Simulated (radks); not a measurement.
Q: The table gives one normalised radial function P(r) = r R(r) of Fe14+ in [Ne] 3s2 (r in bohr). Calculated with a radial shooting solver on a logarithmic mesh with Libxc functionals: scalar-relativistic Kohn-Sham, LDA (Slater exchange, VWN5 correlation), spin-polarised, spherical densities, finite nucleus; Fermi nuclear charge, rms radius 3.7377 fm.

r	P
0.006584	0.4589
0.008237	0.5464
0.01031	0.6428
0.01289	0.7444
0.01613	0.8446
0.02018	0.9328
0.02525	0.9929
0.03158	1.0035
0.03951	0.9381
0.04943	0.7685
0.06185	0.4716
0.07676	0.0579
0.09603	-0.4819
0.1201	-1.0725
0.1503	-1.6091
0.188	-1.9655
0.2352	-2.0384
0.2943	-1.8025
0.3682	-1.3406
0.4606	-0.8171
0.5763	-0.3931
0.7153	-0.1479
0.8948	-0.0379
1.119	-0.0063
1.401	-0.0006
1.752	0.0000
2.192	0.0000

Which n and l does it have? It may be an empty orbital.

A: n = 2, l = 0: the number of nodes gives n - l - 1 = 1, the rise at small r (about r^(l+1)) gives l, and the extent must fit the shell. The curve is that of 2s. 2s: eigenvalue -1244.5 eV, 1 radial node at r = 0.0788 bohr, <r> = 0.264 bohr, 90 % of the charge inside 0.408 bohr.
